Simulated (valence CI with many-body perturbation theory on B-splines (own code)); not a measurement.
# E1 line list for Lu57+

Method: valence CI with perturbative core correlation (CI+MBPT): four valence electrons over a frozen Dirac-Fock core [Ne], a basis of 11 s, 11 p, 9 d, 7 f, 5 g, 2 h, 1 i functions for each j, with the one-electron correlation potential Σ1, the two-electron term Σ2, the three-electron term Σ3, Breit, model QED; selected CI, second order for the rest (own B-spline code, finite nucleus).

No measured spectrum was set against this ion. As an estimate, large intervals hold to a few tenths of a per cent, small ones and those within an open d or f shell to about a per cent.

Lines 51 to 100 of 235 in falling wavelength, among levels below 1100.4 eV, chosen from the strongest by gf and those to the six lowest levels. Wavelengths and rates use the calculated energies. Electric multipoles are in the length gauge, E1 and E2 with the static RPA response of the core. Weak lines are less certain than strong ones. Lines between different terms over intervals too small for the method are left out, as are lines whose strength nearly cancels. The highest levels of a list are the least certain.

Levels are named by their leading jj configuration (3d3/2^4 stands for four electrons in 3d with j = 3/2), which in mixed levels can hold well under half, so a name can repeat and another be missing. Letters in brackets count levels of one name in rising energy.

| λ vac (nm) | Upper | Lower | A (s⁻¹) | log gf | Branch % |
| --- | --- | --- | --- | --- | --- |
| 6.601 | (3s 3p1/2 3p3/2^2) J=1 [b] | (3s^2 3p3/2^2) J=2 | 1.67e+10 | -1.49 | 0.7 |
| 6.469 | (3s 3p1/2 3p3/2 3d5/2) J=3 [d] | (3s^2 3p3/2 3d5/2) J=2 | 5.76e+09 | -1.60 | 0.4 |
| 6.448 | (3s 3p1/2 3p3/2 3d3/2) J=2 [a] | (3s 3p1/2 3p3/2^2) J=2 [a] | 1.47e+10 | -1.34 | 4.3 |
| 6.422 | (3s 3p1/2^2 3d3/2) J=2 | (3s 3p1/2^2 3p3/2) J=1 | 5.50e+09 | -1.77 | 11.4 |
| 6.414 | (3s 3p1/2 3p3/2 3d3/2) J=2 [b] | (3s 3p1/2 3p3/2^2) J=3 | 5.45e+10 | -0.77 | 6.5 |
| 6.384 | (3s 3p1/2 3p3/2 3d3/2) J=2 [c] | (3s 3p1/2 3p3/2^2) J=2 [b] | 1.78e+10 | -1.26 | 1.8 |
| 6.197 | (3s^2 3p1/2 3d3/2) J=2 | (3s^2 3p1/2 3p3/2) J=2 | 8.45e+09 | -1.61 | 96.4 |
| 5.933 | (3s^2 3p1/2 3d3/2) J=2 | (3s^2 3p1/2 3p3/2) J=1 | 3.12e+08 | -3.08 | 3.6 |
| 5.825 | (3s 3p1/2^2 3d3/2) J=1 | (3s 3p1/2^2 3p3/2) J=2 | 4.98e+09 | -2.12 | 10.1 |
| 5.643 | (3s 3p1/2^2 3d3/2) J=2 | (3s 3p1/2^2 3p3/2) J=2 | 1.28e+10 | -1.52 | 26.5 |
| 5.146 | (3s^2 3p1/2 3d3/2) J=1 | (3s^2 3p1/2 3p3/2) J=2 | 4.43e+09 | -2.28 | 0.1 |
| 5.125 | (3s 3p1/2^2 3d5/2) J=3 | (3s^2 3p1/2 3d3/2) J=2 | 2.84e+08 | -3.11 | 0.1 |
| 4.962 | (3s^2 3p1/2 3d3/2) J=1 | (3s^2 3p1/2 3p3/2) J=1 | 2.56e+09 | -2.55 | 0.1 |
| 4.893 | (3s 3p1/2 3p3/2 3d5/2) J=1 [a] | (3s 3p1/2 3p3/2^2) J=1 [b] | 2.26e+10 | -1.61 | 3.4 |
| 4.859 | (3s 3p1/2^2 3d5/2) J=2 | (3s^2 3p1/2 3d3/2) J=2 | 8.21e+08 | -2.84 | 0.4 |
| 4.628 | (3s 3p1/2 3p3/2 3d5/2) J=2 [b] | (3s 3p1/2 3p3/2^2) J=2 [b] | 4.33e+10 | -1.16 | 5.7 |
| 4.552 | (3s 3p1/2 3p3/2 3d5/2) J=1 [b] | (3s 3p1/2 3p3/2^2) J=1 [b] | 3.84e+10 | -1.45 | 5.7 |
| 4.465 | (3s 3p1/2 3p3/2 3d5/2) J=3 [c] | (3s 3p1/2 3p3/2^2) J=2 [b] | 1.28e+10 | -1.57 | 0.9 |
| 4.459 | (3s 3p1/2 3p3/2 3d5/2) J=1 [a] | (3s 3p1/2 3p3/2^2) J=0 | 5.04e+10 | -1.35 | 7.6 |
| 4.443 | (3s 3p1/2 3p3/2 3d5/2) J=3 [a] | (3s 3p1/2 3p3/2^2) J=3 | 1.86e+10 | -1.41 | 4.8 |
| 4.430 | (3s 3p1/2^2 3d5/2) J=2 | (3s 3p1/2^2 3p3/2) J=1 | 1.40e+11 | -0.69 | 61.3 |
| 4.405 | (3s^2 3p3/2 3d5/2) J=2 | (3s^2 3p3/2^2) J=2 | 1.36e+11 | -0.70 | 90.3 |
| 4.383 | (3s 3p1/2 3p3/2 3d5/2) J=1 [b] | (3s 3p1/2 3p3/2^2) J=2 [b] | 3.33e+10 | -1.54 | 5.0 |
| 4.368 | (3s 3p1/2 3p3/2 3d5/2) J=1 [c] | (3s 3p1/2 3p3/2^2) J=1 [b] | 4.62e+10 | -1.40 | 6.2 |
| 4.363 | (3s^2 3d3/2 3d5/2) J=3 | (3s^2 3p3/2 3d3/2) J=2 | 1.81e+11 | -0.44 | 6.3 |
| 4.348 | (3s^2 3p1/2 3d5/2) J=2 | (3s^2 3p1/2 3p3/2) J=2 | 3.50e+10 | -1.30 | 12.8 |
| 4.334 | (3s^2 3p1/2 3d5/2) J=3 | (3s^2 3p1/2 3p3/2) J=2 | 1.73e+11 | -0.47 | 100.0 |
| 4.327 | (3s 3p1/2 3p3/2 3d5/2) J=0 | (3s 3p1/2 3p3/2^2) J=1 [b] | 2.66e+11 | -1.13 | 24.4 |
| 4.327 | (3s 3p1/2 3p3/2 3d5/2) J=2 [a] | (3s 3p1/2 3p3/2^2) J=2 [a] | 1.41e+11 | -0.70 | 29.3 |
| 4.314 | (3s^2 3d3/2 3d5/2) J=3 | (3s^2 3p3/2 3d3/2) J=3 | 3.59e+10 | -1.15 | 1.2 |
| 4.291 | (3s 3p1/2 3p3/2 3d5/2) J=3 [b] | (3s 3p1/2 3p3/2^2) J=3 | 1.43e+11 | -0.56 | 27.3 |
| 4.248 | (3s 3p1/2 3p3/2 3d5/2) J=4 [b] | (3s 3p1/2 3p3/2^2) J=3 | 1.58e+11 | -0.41 | 61.8 |
| 4.228 | (3s 3p1/2^2 3d5/2) J=3 | (3s 3p1/2^2 3p3/2) J=2 | 1.65e+11 | -0.51 | 80.9 |
| 4.227 | (3s 3p1/2 3p3/2 3d5/2) J=2 [b] | (3s 3p1/2 3p3/2^2) J=3 | 7.44e+10 | -1.00 | 9.8 |
| 4.222 | (3s 3p1/2 3p3/2 3d5/2) J=2 [d] | (3s 3p1/2 3p3/2^2) J=1 [b] | 3.09e+11 | -0.38 | 13.4 |
| 4.216 | (3s^2 3p1/2 3d5/2) J=2 | (3s^2 3p1/2 3p3/2) J=1 | 2.38e+11 | -0.50 | 87.2 |
| 4.214 | (3s^2 3p3/2 3d5/2) J=1 | (3s^2 3p3/2^2) J=0 | 2.81e+11 | -0.65 | 73.1 |
| 4.206 | (3s 3p1/2 3p3/2 3d5/2) J=1 [c] | (3s 3p1/2 3p3/2^2) J=1 [a] | 2.39e+11 | -0.72 | 31.9 |
| 4.191 | (3s 3p1/2 3p3/2 3d5/2) J=3 [d] | (3s 3p1/2 3p3/2^2) J=2 [b] | 3.31e+11 | -0.21 | 23.6 |
| 4.186 | (3s 3p1/2 3p3/2 3d5/2) J=3 [a] | (3s 3p1/2 3p3/2^2) J=2 [a] | 2.37e+11 | -0.36 | 60.9 |
| 4.174 | (3s 3p1/2 3p3/2 3d5/2) J=1 [b] | (3s 3p1/2 3p3/2^2) J=0 | 1.62e+11 | -0.90 | 24.2 |
| 4.174 | (3s 3p1/2 3p3/2 3d5/2) J=2 [c] | (3s 3p1/2 3p3/2^2) J=2 [b] | 1.07e+11 | -0.85 | 10.6 |
| 4.168 | (3s 3p1/2 3p3/2 3d5/2) J=2 [c] | (3s 3p1/2 3p3/2^2) J=1 [a] | 2.63e+11 | -0.47 | 26.0 |
| 4.168 | (3s 3p1/2 3p3/2 3d5/2) J=0 | (3s 3p1/2 3p3/2^2) J=1 [a] | 1.18e+11 | -1.51 | 10.8 |
| 4.075 | (3s^2 3p3/2 3d5/2) J=3 | (3s^2 3p3/2^2) J=2 | 5.43e+11 | -0.02 | 99.4 |
| 4.071 | (3s 3p1/2 3p3/2 3d5/2) J=2 [d] | (3s 3p1/2 3p3/2^2) J=1 [a] | 2.03e+10 | -1.60 | 0.9 |
| 4.055 | (3s 3p1/2 3p3/2 3d5/2) J=4 [c] | (3s 3p1/2 3p3/2^2) J=3 | 1.91e+11 | -0.37 | 20.0 |
| 4.052 | (3s 3p1/2 3p3/2 3d5/2) J=3 [b] | (3s 3p1/2 3p3/2^2) J=2 [a] | 1.24e+11 | -0.67 | 23.7 |
| 4.046 | (3s 3p1/2 3p3/2 3d5/2) J=1 [a] | (3s 3p1/2 3p3/2^2) J=2 [a] | 4.15e+10 | -1.51 | 6.3 |
| 4.045 | (3s 3p1/2^2 3d5/2) J=2 | (3s 3p1/2^2 3p3/2) J=2 | 4.34e+10 | -1.27 | 19.1 |
